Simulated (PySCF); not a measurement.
# A ladder of Hamiltonians for Bi⁶⁵⁺ (bismuth, charge +65)

Occupied: 1s1/2, 2s1/2, 2p1/2, 2p3/2, 3s1/2, 3p1/2, 3p3/2. Hartree-Fock calculated with PySCF 2.14 in an even-tempered Gaussian basis (16 s from 9.7 bohr⁻², ratio 2.7; 14 p from 12 bohr⁻², ratio 2.7), Gaussian nucleus throughout. NR is non-relativistic, sf-X2C the spin-free one-electron X2C Hamiltonian, X2C adds the bare one-electron spin-orbit term, X2C-SNSO screens it by Boettger's factors, DC is four-component Dirac-Coulomb, and the Gaunt and Breit terms are added at first order (total energies over the DC spinors, levels after relaxing the spinors in that mean field). QED terms are absent. Levels marked empty are virtual spinors of this ion; the basis has s and p functions only, so 3d, which can lie below the n = 4 levels, is absent.

```json
{"level (eV)": "1s1/2", "NR": "-86753.1", "sf-X2C": "-96283.5", "X2C": "-96242.7", "X2C-SNSO": "-96244.8"}
{"level (eV)": "2s1/2", "NR": "-18883.8", "sf-X2C": "-21591.7", "X2C": "-21579.7", "X2C-SNSO": "-21580.3"}
{"level (eV)": "2p1/2", "NR": "-18405.8", "sf-X2C": "-19241.2", "X2C": "-21004.8", "X2C-SNSO": "-20952.0"}
{"level (eV)": "2p3/2", "NR": "-18405.8", "sf-X2C": "-19241.2", "X2C": "-18573.8", "X2C-SNSO": "-18589.0"}
{"level (eV)": "3s1/2", "NR": "-7635.4", "sf-X2C": "-8460.0", "X2C": "-8456.4", "X2C-SNSO": "-8456.6"}
{"level (eV)": "3p1/2", "NR": "-7432.3", "sf-X2C": "-7758.3", "X2C": "-8216.0", "X2C-SNSO": "-8202.5"}
{"level (eV)": "3p3/2", "NR": "-7432.3", "sf-X2C": "-7758.3", "X2C": "-7581.0", "X2C-SNSO": "-7585.0"}
{"level (eV)": "4s1/2 (empty)", "NR": "-3987.9", "sf-X2C": "-4303.1", "X2C": "-4302.3", "X2C-SNSO": "-4302.3"}
{"level (eV)": "4p1/2 (empty)", "NR": "-3908.3", "sf-X2C": "-4049.6", "X2C": "-4217.5", "X2C-SNSO": "-4212.5"}
{"level (eV)": "4p3/2 (empty)", "NR": "-3908.3", "sf-X2C": "-4049.6", "X2C": "-3984.7", "X2C-SNSO": "-3986.2"}
```

Question: Where do the four-component calculations put these levels?

Answer: 1s1/2: DC -96378.0, DC+Gaunt -96007.8, DC+Breit -96035.3; 2s1/2: DC -21600.5, DC+Gaunt -21557.2, DC+Breit -21560.8; 2p1/2: DC -20966.3, DC+Gaunt -20896.4, DC+Breit -20902.8; 2p3/2: DC -18603.7, DC+Gaunt -18558.5, DC+Breit -18565.0; 3s1/2: DC -8461.6, DC+Gaunt -8451.1, DC+Breit -8452.3; 3p1/2: DC -8206.3, DC+Gaunt -8188.9, DC+Breit -8191.0; 3p3/2: DC -7588.4, DC+Gaunt -7576.9, DC+Breit -7579.0; 4s1/2 (empty): DC -4304.0, DC+Gaunt -4300.0, DC+Breit -4300.6; 4p1/2 (empty): DC -4213.9, DC+Gaunt -4207.5, DC+Breit -4208.4; 4p3/2 (empty): DC -3987.3, DC+Gaunt -3983.0, DC+Breit -3983.9 (eV).

```json
{"Hamiltonian": "NR", "E (hartree)": "-15399.8737", "E − E(DC) (hartree)": "1414.8944", "CPU seconds": "0.45"}
{"Hamiltonian": "sf-X2C", "E (hartree)": "-16765.5379", "E − E(DC) (hartree)": "49.2301", "CPU seconds": "0.33"}
{"Hamiltonian": "X2C", "E (hartree)": "-16807.5003", "E − E(DC) (hartree)": "7.2678", "CPU seconds": "0.33"}
{"Hamiltonian": "X2C-SNSO", "E (hartree)": "-16805.2955", "E − E(DC) (hartree)": "9.4725", "CPU seconds": "0.33"}
{"Hamiltonian": "DC", "E (hartree)": "-16814.7680", "E − E(DC) (hartree)": "0.0000", "CPU seconds": "17"}
{"Hamiltonian": "DC+Gaunt", "E (hartree)": "-16790.1381", "E − E(DC) (hartree)": "24.6299", "CPU seconds": "28"}
{"Hamiltonian": "DC+Breit", "E (hartree)": "-16792.4987", "E − E(DC) (hartree)": "22.2694", "CPU seconds": "79"}
```

Weight of the small component: 1s1/2 0.101, 2s1/2 0.0237, 2p1/2 0.0236, 2p3/2 0.0208, 3s1/2 0.00902, 3p1/2 0.00891, 3p3/2 0.00815, 4s1/2 0.00421, 4p1/2 0.00427, 4p3/2 0.00394.

Koopmans' value for the highest occupied level at DC+Breit: 7579.0 eV, against an ionisation energy of 7580 ± 30 eV (theoretical estimate listed by NIST; NIST Atomic Spectra Database, ionization energies); the former lacks relaxation, correlation, QED and recoil.

The whole ladder took 130 s of wall time on 1 thread of Neoverse-N1 (shared host), launched as `OMP_NUM_THREADS=1 python relrun2.py TASK.json OUT` (a driver that calls PySCF for each Hamiltonian).
